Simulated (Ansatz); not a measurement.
Molecule: C$_{7}$H$_{11}$, charge 0, multiplicity 2. It need not be the lowest isomer of its formula. 
Geometry from a B3LYP-D3(BJ)/def2-TZVP (Ansatz, a program for electronic structure) optimisation:
SMILES: C=C1C[CH]CCC1
```xyz
18

C      2.2426    -0.0057     0.7304
C      1.0982    -0.0168     0.0563
C      0.4037    -1.2979    -0.3462
C     -1.0503    -1.2732    -0.0070
C     -1.8300    -0.0288    -0.2468
C     -1.0701     1.2226     0.2174
C      0.3622     1.2348    -0.3344
H      2.7232     0.9235     1.0127
H      2.7400    -0.9234     1.0206
H      0.9001    -2.1612     0.0998
H      0.5196    -1.4104    -1.4413
H     -1.5637    -2.2065     0.1840
H     -2.0342     0.0803    -1.3271
H     -2.8076    -0.0850     0.2370
H     -1.0290     1.2354     1.3098
H     -1.6017     2.1231    -0.0989
H      0.3136     1.2964    -1.4294
H      0.9021     2.1166     0.0143
```
Charge 0, spin multiplicity 2.

Basis-set convergence of Hartree-Fock and CCSD(T) correlation energies (hartree) with Ansatz. Valence correlation only, unless marked. Open shells are spin-unrestricted. No spin-orbit coupling. Non-relativistic.

```tsv
basis	functions	E(HF)	E(corr, CCSD(T))
cc-pVDZ	153	-271.44666	-1.05475
cc-pVTZ	364	…	…
```

What belongs in the gaps?


- cc-pVTZ, E(HF): -271.51727
- cc-pVTZ, E(corr, CCSD(T)): -1.26145
